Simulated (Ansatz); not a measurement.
This geometry of C₅H₈OS (15 atoms, charge 0, multiplicity 1) is a first-order saddle point.

These are results of RKS PBE-D4/6-31G* (Ansatz 0.2.0), not measurements.

```xyz
15
Properties=species:S:1:pos:R:3
C -0.404 -2.523 -0.319
C 0.090 -1.154 0.016
C 0.016 -0.504 1.194
O 0.579 0.749 1.293
C 0.831 1.298 -0.017
C -0.265 2.310 -0.408
S 0.953 -0.156 -1.192
H 0.417 -3.173 -0.673
H -1.169 -2.500 -1.116
H -0.850 -2.996 0.572
H -0.411 -0.872 2.128
H 1.822 1.775 0.033
H -1.017 2.351 0.397
H -0.769 2.023 -1.344
H 0.156 3.321 -0.534
```

(1) Which two structures does it join? (They come from a converged band through this point; their orientation in space is the band's.)

(2) How far does it lie above each of them?

## Answers

(1) No bond is made or broken. The dihedral S7–C5–C6–H15 goes from 177 to -63°. The two ends are copies of one structure, up to a mirror image or an exchange of like atoms.

Image 0:

```xyz
15
Properties=species:S:1:pos:R:3
C -0.622 -2.457 0.122
C 0.035 -1.117 0.172
C 0.200 -0.308 1.236
O 0.881 0.879 1.061
C 0.926 1.215 -0.339
C -0.202 2.176 -0.687
S 0.787 -0.394 -1.284
H 0.073 -3.234 -0.245
H -1.499 -2.460 -0.551
H -0.962 -2.754 1.128
H -0.109 -0.496 2.266
H 1.918 1.654 -0.534
H -1.177 1.701 -0.490
H -0.155 2.454 -1.752
H -0.117 3.091 -0.074
```

Image 8:

```xyz
15
Properties=species:S:1:pos:R:3
C -0.444 -2.471 -0.372
C 0.090 -1.126 0.000
C 0.014 -0.499 1.189
O 0.622 0.731 1.324
C 0.874 1.297 0.024
C -0.250 2.249 -0.363
S 1.015 -0.136 -1.170
H 0.361 -3.142 -0.724
H -1.192 -2.405 -1.184
H -0.925 -2.946 0.499
H -0.448 -0.871 2.106
H 1.848 1.809 0.078
H -0.337 3.052 0.390
H -1.205 1.703 -0.420
H -0.045 2.703 -1.347
```

(2) 3.9 kcal/mol above the first and 3.9 kcal/mol above the second. This is the barrier of this one path; another mechanism may lie lower.

Run time: 2 min on 2 threads of Intel(R) Xeon(R) Platinum 8488C (Sapphire Rapids) (shared host), peak memory 0.2 GiB.
